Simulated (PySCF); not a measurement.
Isomers of C8H9P.

All values: PBE0/pcSseg-1 (PySCF) at GFN2-xTB geometries, gas phase, one conformer each.

**Question.** Rank by HOMO energy, lowest first.
A. `[CH3:1]/[CH:2]=[P:3]\[c:4]1[cH:5][cH:6][cH:7][cH:8][cH:9]1` with C2–P3–C4–C5 -70°
B. `[CH:1]#[C:2][CH2:3][P:4]1[C:5]([CH3:6])=[C:7]1[CH:8]=[CH2:9]` with C2–C3–P4–C5 127°, C5–C7–C8–C9 -174°
C. `[cH:1]1[cH:2][c:3]([CH:4]2[CH2:5][CH2:6]2)[cH:7][cH:8][p:9]1` with C2–C3–C4–C5 -145°
D. `[CH2:1]=[CH:2][c:3]1[cH:4][cH:5][c:6]([CH3:7])[cH:8][p:9]1` with C1–C2–C3–C4 6°

**Answer.** A (-6.88 eV), C (-6.64 eV), D (-6.52 eV), B (-6.23 eV).

**Question.** Rank by the lowest Hirshfeld charge on any atom, lowest value first.
A. `[CH:1]#[C:2][CH2:3][P:4]([C:5]#[C:6][CH3:7])[CH:8]=[CH2:9]` with C2–C3–P4–C5 170°, C3–P4–C8–C9 126°
B. `[cH:1]1[cH:2][cH:3][c:4]([P:5]2[CH2:6][CH2:7]2)[cH:8][cH:9]1` with C3–C4–P5–C6 -68°
C. `[cH:1]1[cH:2][c:3]([CH:4]2[CH2:5][CH2:6]2)[cH:7][cH:8][p:9]1` with C2–C3–C4–C5 -145°
D. `[CH2:1]=[P:2][c:3]1[cH:4][cH:5][cH:6][cH:7][c:8]1[CH3:9]` with C1–P2–C3–C4 -49°

**Answer.** D (-0.155 e), A (-0.133 e), B (-0.122 e), C (-0.107 e).

**Question.** Rank by dipole moment, highest first.
A. `[CH:1]#[C:2][CH2:3][P:4]1[C:5]([CH3:6])=[C:7]1[CH:8]=[CH2:9]` with C2–C3–P4–C5 127°, C5–C7–C8–C9 -174°
B. `[cH:1]1[cH:2][c:3]([CH:4]2[CH2:5][CH2:6]2)[cH:7][cH:8][p:9]1` with C2–C3–C4–C5 -145°
C. `[CH2:1]=[CH:2][c:3]1[cH:4][cH:5][c:6]([CH3:7])[cH:8][p:9]1` with C1–C2–C3–C4 6°
D. `[CH2:1]=[CH:2][c:3]1[cH:4][cH:5][cH:6][p:7][c:8]1[CH3:9]` with C1–C2–C3–C4 41°
E. `[cH:1]1[cH:2][cH:3][c:4]2[c:5]([cH:6]1)[CH2:7][PH:8][CH2:9]2` with C4–C5–C7–P8 -19°, C5–C7–P8–C9 25°, C7–P8–C9–C4 -25°, C3–C4–C9–P8 -161°
F. `[cH:1]1[cH:2][cH:3][c:4]([P:5]2[CH2:6][CH2:7]2)[cH:8][cH:9]1` with C3–C4–P5–C6 -68°

**Answer.** B (2.53 D), A (2.20 D), C (2.03 D), D (1.69 D), F (1.39 D), E (0.95 D).

All values together:

```
          SMILES  μ (D)  HOMO (eV)  LUMO (eV)  lowest IAO charge (e)  highest IAO charge (e)  lowest Hirshfeld charge (e)  highest Hirshfeld charge (e)
 c1cc(C2CC2)ccp1   2.53      -6.64      -1.33             -0.372 (C)              +0.347 (P)                   -0.107 (C)                    +0.069 (P)
    C=Cc1ccpcc1C   2.14      -6.64      -1.71             -0.426 (C)              +0.365 (P)                   -0.115 (C)                    +0.078 (P)
  C#CCP(C#CC)C=C   2.20      -6.59      -0.26             -0.444 (C)              +0.599 (P)                   -0.133 (C)                    +0.192 (P)
    C=Pc1ccccc1C   1.14      -6.90      -1.70             -0.566 (C)              +0.392 (P)                   -0.155 (C)                    +0.123 (P)
 c1ccc2c(c1)CPC2   0.95      -6.81      -0.29             -0.443 (C)              +0.332 (P)                   -0.115 (C)                    +0.106 (P)
 c1ccc(C2CC2)pc1   1.44      -6.71      -1.43             -0.368 (C)              +0.317 (P)                   -0.106 (C)                    +0.092 (P)
  C/C=P\c1ccccc1   1.88      -6.88      -1.39             -0.423 (C)              +0.340 (P)                   -0.120 (C)                    +0.077 (P)
    C=Cc1cccpc1C   1.69      -6.91      -1.44             -0.423 (C)              +0.344 (P)                   -0.123 (C)                    +0.076 (P)
  C=Cc1ccc(C)cp1   2.03      -6.52      -1.63             -0.425 (C)              +0.356 (P)                   -0.114 (C)                    +0.086 (P)
 c1ccc(P2CC2)cc1   1.39      -6.78      -0.52             -0.429 (C)              +0.406 (P)                   -0.122 (C)                    +0.112 (P)
C#CCP1C(C)=C1C=C   2.20      -6.23      -1.15             -0.466 (C)              +0.411 (P)                   -0.133 (C)                    +0.107 (P)
C#CP1C=CC(C)C=C1   1.45      -6.61      -0.12             -0.406 (C)              +0.600 (P)                   -0.117 (C)                    +0.195 (P)
```

Conformers: `[cH:1]1[cH:2][c:3]([CH:4]2[CH2:5][CH2:6]2)[cH:7][cH:8][p:9]1` with C2–C3–C4–C5 -145°; `[CH2:1]=[CH:2][c:3]1[cH:4][cH:5][p:6][cH:7][c:8]1[CH3:9]` with C1–C2–C3–C4 -37°; `[CH:1]#[C:2][CH2:3][P:4]([C:5]#[C:6][CH3:7])[CH:8]=[CH2:9]` with C2–C3–P4–C5 170°, C3–P4–C8–C9 126°; `[CH2:1]=[P:2][c:3]1[cH:4][cH:5][cH:6][cH:7][c:8]1[CH3:9]` with C1–P2–C3–C4 -49°; `[cH:1]1[cH:2][cH:3][c:4]2[c:5]([cH:6]1)[CH2:7][PH:8][CH2:9]2` with C4–C5–C7–P8 -19°, C5–C7–P8–C9 25°, C7–P8–C9–C4 -25°, C3–C4–C9–P8 -161°; `[cH:1]1[cH:2][cH:3][c:4]([CH:5]2[CH2:6][CH2:7]2)[p:8][cH:9]1` with C3–C4–C5–C6 -145°; `[CH3:1]/[CH:2]=[P:3]\[c:4]1[cH:5][cH:6][cH:7][cH:8][cH:9]1` with C2–P3–C4–C5 -70°; `[CH2:1]=[CH:2][c:3]1[cH:4][cH:5][cH:6][p:7][c:8]1[CH3:9]` with C1–C2–C3–C4 41°; `[CH2:1]=[CH:2][c:3]1[cH:4][cH:5][c:6]([CH3:7])[cH:8][p:9]1` with C1–C2–C3–C4 6°; `[cH:1]1[cH:2][cH:3][c:4]([P:5]2[CH2:6][CH2:7]2)[cH:8][cH:9]1` with C3–C4–P5–C6 -68°; `[CH:1]#[C:2][CH2:3][P:4]1[C:5]([CH3:6])=[C:7]1[CH:8]=[CH2:9]` with C2–C3–P4–C5 127°, C5–C7–C8–C9 -174°; `[CH:1]#[C:2][P:3]1[CH:4]=[CH:5][CH:6]([CH3:7])[CH:8]=[CH:9]1` with C2–P3–C4–C5 -133°, C4–C5–C6–C7 -82°, C5–C6–C8–C9 -39°, C2–P3–C9–C8 134°.
